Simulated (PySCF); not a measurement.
ClH6NSSi2, SMILES [SiH2](Cl)S[SiH2]N. Atoms are numbered in the order given.

```xyz
11

Si     1.4058    -0.5728     0.6769
Cl     1.9062     1.4507     0.5858
S     -0.0274    -1.0856    -0.8176
Si    -1.6235     0.3221    -0.2726
N     -3.2000    -0.3265    -0.5128
H      0.8883    -0.8123     2.0482
H      2.6232    -1.3781     0.4128
H     -1.5084     1.5208    -1.1388
H     -1.4183     0.6450     1.1642
H     -3.5997    -0.3305    -1.4467
H     -3.5055    -1.1401     0.0136
```
Charge 0, spin multiplicity 1.

The structure is a stationary point at B3LYP-D3(BJ)/def2-SVP. The structure was generated by enumeration, and PubChem lists no compound with its InChIKey, so it may never have been made. Other conformers were not sampled.

Calculation: PySCF with SMD-M06-2X/def2-SVP.

Solvation free energies are E(SMD) − E(gas) at the gas-phase geometry, for 1 M in both phases. In vacuum the dipole moment is 2.45 D.

Q: Rank water, dichloromethane, tetrahydrofuran by solvation free energy, most negative first.

A: dichloromethane (-5.6 kcal/mol), tetrahydrofuran (-4.8 kcal/mol), water (-1.6 kcal/mol)
